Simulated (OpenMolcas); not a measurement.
An atom or ion with 33 electrons was computed by SS-CASPT2, IPEA 0.25 Eh, imaginary shift 0.1 Eh with spin-orbit coupling (OpenMolcas, ANO-RCC-VTZP, DKH2). The lowest levels that the run gave, each within 12 % of the measured value where one is at hand:

```csv
J,Parity,E (cm-1),g
3/2,odd,0.0,2.000
3/2,odd,11790,0.816
5/2,odd,12050,1.200
1/2,odd,19160,0.666
3/2,odd,19450,1.320
```

**Question.** Which ion is it, and what are the configurations and terms?

**Answer.** As (Z = 33, neutral; active space 5 electrons in 8 orbitals (4s 4p 5s 5p)). J, parity and g give the terms where levels are pure, and mixed ones are named by the computed weights; the size of the splittings, set against known spectra of the 33-electron sequence, gives the charge. In order, with the measured energies in cm-1 (NIST Handbook of Basic Atomic Spectroscopic Data): 4s2 4p3 4S* 3/2, 4s2 4p3 2D* 3/2 (10593), 4s2 4p3 2D* 5/2 (10915), 4s2 4p3 2P* 1/2 (18186), 4s2 4p3 2P* 3/2 (18648).

CASPT2 breaks the degeneracy within a term, and the mean is taken; among the terms shown or strongly mixed into the levels shown the widest spread is 92 cm-1 (4s2 4p3 2D*). Active for correlation alone: 5p 5s; no level in the range computed is led by a configuration that fills them, so any true level of that kind is missing. Computed and measured levels are paired by configuration, term and J; levels that our copy of the source lacks, or whose pairing is in doubt (as where it misses far off the trend of its configuration), stay unpaired and out of the deviations. Only configurations of the active space appear.

* marks odd parity.
